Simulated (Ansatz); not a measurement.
C$_{2}$H$_{6}$ClGaO (`[CH3][Ga]([OH])[CH2]Cl`). Total charge 0; spin multiplicity 1. Geometry: relaxed with PBE0-D4/def2-TZVP. It is one conformer, not always the lowest.

```xyz
11

C     1.109   -0.672    1.394
Ga    0.335    0.045   -0.246
O     1.340   -0.092   -1.724
C    -1.483    0.810   -0.467
Cl   -2.511   -0.667   -0.585
H     1.354    0.136    2.087
H     0.399   -1.334    1.893
H     2.021   -1.228    1.170
H     0.926    0.236   -2.524
H    -1.639    1.381   -1.380
H    -1.851    1.384    0.382
```

What is the dipole moment at r2SCAN/def2-TZVPP? (Estimate.)

Ansatz gave: 1.99 D, with components (-0.20, 1.88, 0.63) D in this frame, pointing from negative to positive charge.

And with PBE, B3LYP, ωB97M-V? (Best estimate.)

Ansatz gave: PBE 1.87 D, B3LYP 2.01 D, ωB97M-V 2.03 D.

Give the Mulliken charges with r2SCAN, ωB97M-V, PBE in def2-TZVPP. (Best estimate.)

The calculation gave: 
```
atom  r2SCAN  ωB97M-V    PBE
  C1   -0.32    -0.48  -0.39
 Ga2    0.49     0.55   0.41
  O3   -0.43    -0.41  -0.37
  C4   -0.17    -0.35  -0.24
 Cl5   -0.18    -0.14  -0.16
  H6    0.07     0.11   0.10
  H7    0.08     0.12   0.11
  H8    0.09     0.13   0.11
  H9    0.18     0.15   0.17
 H10    0.10     0.15   0.13
 H11    0.11     0.16   0.14
```

B3LYP here is the variant with VWN-RPA as its local correlation; programs differ in this.
